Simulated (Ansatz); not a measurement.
`FC[SiH2]S` + H–F → `FC[SiH2]F` + H₂S at 400 K and 1 bar (ligand exchange at the Si–S bond).

Program: Ansatz. Geometries: PBE0-D4/def2-TZVP. ΔE: electronic, gas phase. CBS: MP2 limit from def2 TZ/QZ plus the TZ coupled-cluster correction, frozen cores. This one scheme is used for every species. One conformer a species, not always the lowest.

| species | CCSD(T)/CBS energy (Eh) | H − E (kJ/mol) | S (J/(mol·K)) |
| --- | --- | --- | --- |
| `FC[SiH2]S` | -827.71878 | 178.0 | 363.5 |
| H–F | -100.39570 | 36.5 | 182.2 |
| `FC[SiH2]F` | -529.16787 | 155.7 | 335.0 |
| H₂S | -398.97279 | 53.4 | 215.9 |

H − E and S are ideal-gas, rigid-rotor, harmonic terms from PBE0-D4/def2-TZVP, for one conformer and one mirror image of each species. 1 Eh = 2625.50 kJ/mol, R = 8.31446 J/(mol·K).

Q: By hand: ΔE, ΔH, ΔS and ΔG.

A: ΔE = (-529.16787) + (-398.97279) − (-827.71878) − (-100.39570) = -0.02618 Eh = -68.7 kJ/mol. Δ(H − E) = 155.7 + 53.4 − 178.0 − 36.5 = -5.4, so ΔH = -74.1 kJ/mol. ΔS = 335.0 + 215.9 − 363.5 − 182.2 = 5.2 J/(mol·K). ΔG = -74.1 − 400 × (5.2)/1000 = -76.2 kJ/mol.

Q: By hand: the equilibrium constant, and the temperature at which ΔG would vanish if ΔH and ΔS stayed fixed.

A: log₁₀ K = −ΔG/(RT ln 10) = 10.0. ΔH and −TΔS have one sign here, so there is no such temperature.

The number of gas molecules stays the same, so ΔS is small and ΔH decides. A doubt of 5 kJ/mol in ΔE shifts log₁₀ K by 0.7 here. Other conformers and mirror images would add mixing entropy, several J/(mol·K) or more a flexible species. These are equilibria of isolated gas molecules and say nothing of rates. Largest T1 diagnostic: 0.011 (customary marks: 0.02 for closed shells, 0.045 for open ones).

ΔS is within the doubt of such terms, so its sign, and with it that verdict, could turn.
